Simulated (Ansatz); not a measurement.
Reaction (redistribution): `O[SiH](F)[SiH2]F` + `Cl[SiH2]S[SiH2]Cl` → `F[SiH2][SiH2]Cl` + `O[SiH](F)S[SiH2]Cl`

Program: Ansatz. Geometries: PBE0-D4/def2-TZVP. ΔE: electronic, gas phase. CCSD(T)/CBS adds triple-zeta CCSD(T) − MP2 to the extrapolated MP2 energy (def2 sets, frozen cores). This one scheme is used for every species. DFT in def2-TZVPP. B3LYP here is the variant with VWN-RPA as its local correlation; programs differ in this. Each species was taken in one conformer, which may not be the lowest.

**Question.** Is it downhill or uphill in electronic energy at CCSD(T)/CBS, and by how much? (Best estimate.)

**Answer.** The calculation gave: Downhill: ΔE = -17.9 kJ/mol.

**Question.** What do these levels give: PBE0-D4, ωB97M-V, r2SCAN, PBE0, B3LYP, HF/def2-TZVPP, SCS-MP2/def2-TZVPP, CCSD/def2-TZVPP, HF/def2-QZVPP, SCS-MP2/def2-QZVPP, HF/CBS(def2), CCSD/CBS(def2)? (Best estimate.)

**Answer.** The calculation gave: PBE0-D4 -18.0, ωB97M-V -18.6, r2SCAN -20.4, PBE0 -19.2, B3LYP -18.6, HF/def2-TZVPP -22.7, SCS-MP2/def2-TZVPP -17.3, CCSD/def2-TZVPP -19.7, HF/def2-QZVPP -22.8, SCS-MP2/def2-QZVPP -16.9, HF/CBS(def2) -22.8, CCSD/CBS(def2) -18.7 kJ/mol.

Largest T1 diagnostic among the species: 0.012.

In def2-TZVPP, CCSD(T) changes the Hartree–Fock value by +3.7 kJ/mol (the triples alone add +0.7 kJ/mol) and MP2 by +5.3 kJ/mol.
